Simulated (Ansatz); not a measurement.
Cost and result for the atomization energy of H5O3Si2 (`O[SiH]O[SiH2]O`) radical (10 atoms, 9 bonds).

Cartesian coordinates in Å:
```
O -0.545 -1.667 -1.307
Si -0.568 -1.787 0.331
O -0.471 -0.283 1.008
Si 0.264 1.120 0.645
O 0.869 0.943 -0.885
H 0.035 -0.979 -1.652
H -1.891 -2.374 0.701
H 1.381 1.394 1.584
H -0.738 2.209 0.692
H 1.664 1.424 -1.118
```

Total charge 0; spin multiplicity 2. The geometry is a stationary point of PBE0-D4/def2-TZVP. It is one conformer, not always the lowest. Program: Ansatz. Hardware: A = 2 threads of an AMD EPYC 7R13 on a shared host; B = 2 threads of an AMD EPYC 7R13 on a shared host and a share of an NVIDIA H100 80 GB. Times are those of one run each, without the atoms' runs, and a repeat can differ threefold. Electronic energies, without spin–orbit coupling; frozen cores. CCSD(T)/CBS adds CCSD(T) − MP2 in def2-TZVPP to the MP2 limit, and its time is that of the two runs behind it. T1 = 0.014; ⟨S²⟩ of the reference is 0.75. B3LYP takes the VWN-RPA correlation (the form of Gaussian; ORCA's B3LYP/G).

CCSD(T)/CBS is a level of theory with its own doubt, some kJ/mol a heavy atom from the limit and from the frozen cores, so smaller differences don't rank the functionals.

```tsv
level	functions	wall time
PBE-D4/def2-TZVPP (with forces) [A]	247	8.1 s
MP2/def2-QZVPP [B]	461	8.6 s
PBE0-D4/def2-TZVPP [A]	247	12 s
B3LYP-D4/def2-TZVPP (with forces) [A]	247	14 s
CCSD(T)/def2-TZVPP [B]	247	14 s
r2SCAN-D4/def2-TZVPP (with forces) [A]	247	14 s
B2PLYP/def2-TZVPP [A]	247	17 s
CCSD(T)/CBS(def2)	–	22 s
ωB97X-V/def2-TZVPP [A]	247	23 s
ωB97M-V/def2-TZVPP (with forces) [A]	247	29 s
```

(1) What atomization energy does each give, and how far from CCSD(T)/CBS? (Best estimate.)

Answers

(1) Computed: 
```json
{"level": "PBE-D4/def2-TZVPP (with forces) [A]", "atomization (kcal/mol)": "890.0", "difference from CCSD(T)/CBS": "-1.3", "per bond": "-0.1"}
{"level": "MP2/def2-QZVPP [B]", "atomization (kcal/mol)": "903.2", "difference from CCSD(T)/CBS": "11.9", "per bond": "1.3"}
{"level": "PBE0-D4/def2-TZVPP [A]", "atomization (kcal/mol)": "871.6", "difference from CCSD(T)/CBS": "-19.7", "per bond": "-2.2"}
{"level": "B3LYP-D4/def2-TZVPP (with forces) [A]", "atomization (kcal/mol)": "882.2", "difference from CCSD(T)/CBS": "-9.1", "per bond": "-1.0"}
{"level": "CCSD(T)/def2-TZVPP [B]", "atomization (kcal/mol)": "862.0", "difference from CCSD(T)/CBS": "-29.3", "per bond": "-3.3"}
{"level": "r2SCAN-D4/def2-TZVPP (with forces) [A]", "atomization (kcal/mol)": "889.0", "difference from CCSD(T)/CBS": "-2.3", "per bond": "-0.3"}
{"level": "B2PLYP/def2-TZVPP [A]", "atomization (kcal/mol)": "875.5", "difference from CCSD(T)/CBS": "-15.8", "per bond": "-1.7"}
{"level": "CCSD(T)/CBS(def2)", "atomization (kcal/mol)": "891.3", "difference from CCSD(T)/CBS": "0.0", "per bond": "0.0"}
{"level": "ωB97X-V/def2-TZVPP [A]", "atomization (kcal/mol)": "888.5", "difference from CCSD(T)/CBS": "-2.8", "per bond": "-0.3"}
{"level": "ωB97M-V/def2-TZVPP (with forces) [A]", "atomization (kcal/mol)": "887.1", "difference from CCSD(T)/CBS": "-4.2", "per bond": "-0.5"}
```

In def2-TZVPP, CCSD(T) changes the Hartree–Fock value by +225.7 kcal/mol (the triples alone add +12.8 kcal/mol) and MP2 by +248.9 kcal/mol; breaking electron pairs costs correlation energy, which Hartree–Fock lacks. From PBE to PBE0 (25 % exact exchange), in def2-TZVPP and without D4, the atomization energy moves by −17.6 kcal/mol: exact exchange takes away binding that semilocal exchange gives to molecules. The D4 term adds +9.0 kcal/mol with B3LYP and +4.7 kcal/mol with PBE0; it sums over pairs of atoms, weighted by their polarisabilities, and B3LYP, whose exchange is more repulsive, gets the larger term.
